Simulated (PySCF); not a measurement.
# Computed properties of Ga(F)(OH)(NH2) (FGaH₃NO), SMILES [NH2][Ga]([OH])[F]

FGaH3NO, SMILES [NH2][Ga]([OH])[F]. The structure is a stationary point at PBE0-D3(BJ)/def2-SVP. Other conformers were not sampled. All values are computed for the isolated molecule unless a solvent is named; none is compared with measurement here.

**Structure.** All 15 harmonic modes at PBE0-D3(BJ)/def2-SVP (PySCF) are real, so it is a minimum. With heavy atoms numbered as in [Ga:1]([F:2])([OH:3])[NH2:5], the shortest bond between them is Ga1–F2 at 1.754 Å and the longest Ga1–N5 at 1.790 Å.

**Vibrations.** The strongest infrared lines (harmonic, unscaled, degenerate partners summed) lie at 129 cm⁻¹ (169 km/mol, H 46 %, N 34 %, Ga 12 %), 776 cm⁻¹ (117 km/mol, N 41 %, Ga 24 %, O 21 %, H 15 %), 840 cm⁻¹ (110 km/mol, H 87 %). The softest mode is at 129 cm⁻¹ and the zero-point energy is 25.7 kcal/mol.

**Electronic structure.** PBE0/def2-TZVPD (PySCF) places the frontier levels at -7.93 and -1.13 eV, a gap of 6.80 eV, and gives a dipole moment of 1.52 D and a mean polarisability of 39.4 bohr³.

**Excitations.** TDDFT-PBE0/def2-SVPD (PySCF) has S1 at 5.52 eV (225 nm, f = 0.024, weak); the most intense of the 10 singlets computed lies at 7.54 eV (f = 0.11). T1 (TDA) is at 5.08 eV. No vertical singlet excitation falls in the visible range (under 3.1 eV).

**NMR.** GIAO shifts at HF/pcSseg-1 (PySCF) (non-relativistic, atoms alike by connectivity averaged): ¹H from 1.1 to 1.6 ppm against TMS; ¹⁹F at -183.5 ppm against CFCl3.
